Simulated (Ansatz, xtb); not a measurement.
## Two structures of Al2H7NSi

We compare I, a singlet given by its coordinates, with II, a singlet given by its coordinates. Both are isolated molecules in the gas phase, relaxed with PBE-D3(BJ)/def2-SVP.

I (Å):

```yaml
atoms:
  - { symbol: Al, position_ang: [0.3099, -1.4799, 1.9863] }
  - { symbol: Al, position_ang: [-2.1771, -1.5707, 1.0977] }
  - { symbol: N, position_ang: [-0.6332, -1.0590, 0.3967] }
  - { symbol: Si, position_ang: [-0.1100, -0.4125, -1.1414] }
  - { symbol: H, position_ang: [0.6483, -0.2819, 2.9926] }
  - { symbol: H, position_ang: [1.0808, -2.8815, 2.0477] }
  - { symbol: H, position_ang: [-1.5382, -2.0029, 2.5788] }
  - { symbol: H, position_ang: [-3.7103, -1.6911, 0.7276] }
  - { symbol: H, position_ang: [-1.2852, -0.2675, -2.0761] }
  - { symbol: H, position_ang: [0.5299, 0.9434, -0.9777] }
  - { symbol: H, position_ang: [0.9046, -1.3139, -1.7991] }
```

Close contacts (Å): Al1–Al2 2.64, Al1–N3 1.90, Al2–N3 1.77, N3–Si4 1.75, Al1–H5 1.60, Al1–H6 1.60, Al1–H7 2.01, Al2–H7 1.67, Al2–H8 1.58, Si4–H9 1.51, Si4–H10 1.51, Si4–H11 1.51.

II (Å):

```csv
atom,x (Å),y (Å),z (Å)
Al,1.1149,0.4552,0.2521
Al,1.0287,-1.9176,-0.7077
N,-0.6464,0.5877,-0.1519
Si,-1.2191,-0.9126,-0.8932
H,1.2528,-1.2094,0.8971
H,2.0950,1.5107,0.9213
H,-1.2699,1.3848,-0.0005
H,-1.7547,-0.7252,-2.2961
H,-2.3221,-1.5896,-0.1090
H,1.7893,-0.3910,-1.1749
H,2.0070,-3.1507,-0.9418
```

Close contacts (Å): Al1–Al2 2.56, Al1–N3 1.81, Al2–Si4 2.47, N3–Si4 1.77, Al1–H5 1.79, Al1–H6 1.59, Al1–H10 1.79, Al2–H5 1.77, Al2–H10 1.77, Al2–H11 1.59, N3–H7 1.02, Si4–H8 1.51, Si4–H9 1.51.

Energies in hartree; the thermal terms are from PBE-D3(BJ)/def2-SVP harmonic frequencies (ideal gas, rigid rotor, one conformer each, 298.15 K, 1 atm) and include the zero-point energy:

|  | I | II |
| --- | --- | --- |
| E, CCSD(T)/def2-SVP | −831.538703 | −831.526885 |
| E, MP2/def2-SVP | −831.470532 | −831.455665 |
| E, MP2/def2-TZVPP | −831.912071 | −831.900896 |
| zero-point energy | 0.057751 | 0.061220 |
| H(298 K) − E | 0.066649 | 0.069291 |
| G(298 K) − E | 0.025525 | 0.030878 |

Task: Correct the CCSD(T) difference for the basis set by the MP2 change, then work out ΔE, ΔE₀, ΔH and ΔG for I → II in kJ/mol (1 Eh = 2625.50 kJ/mol) and the equilibrium ratio [II]/[I].

Result: 1. Differences II − I: CCSD(T) +0.011818, MP2 in the small set +0.014867, MP2 in the large set +0.011175 Eh.
2. ΔE = +0.011818 + (+0.011175 − (+0.014867)) = +0.008126 Eh = +21.33 kJ/mol.
3. ΔE₀ = ΔE + ΔZPE = +0.008126 + (+0.003469) Eh = +30.44 kJ/mol.
4. ΔH = ΔE + (+0.002642) Eh = +28.27 kJ/mol.
5. ΔG = ΔE + (+0.005353) Eh = +35.39 kJ/mol, so ΔS = (ΔH − ΔG)/T = −23.9 J/(mol K).
6. kT = 0.9442 mEh, so K = [II]/[I] = exp(−ΔG/kT) = exp(−14.28) ≈ 6.3 × 10^−7.

Structure I is favoured at this temperature. An error of 4 kJ/mol in ΔG would change K by a factor of 5. PBE-D3(BJ)/def2-SVP gave ΔE the other sign. Mirror images and further conformers aren't counted.

Other levels gave ΔE = +86.5 (GFN2-xTB); +149.8 (HF/STO-3G, GFN2-xTB geometries); +31.8 (r2SCAN-D4/def2-SVP, GFN2-xTB geometries); −3.9 (PBE-D3(BJ)/def2-SVP); +50.6 (HF/def2-SVP); +39.0 (MP2/def2-SVP); +31.0 (CCSD(T)/def2-SVP) kJ/mol. The correlated steps freeze 16 core orbitals. Programs: Ansatz 0.2.0, xtb 6.7.1.
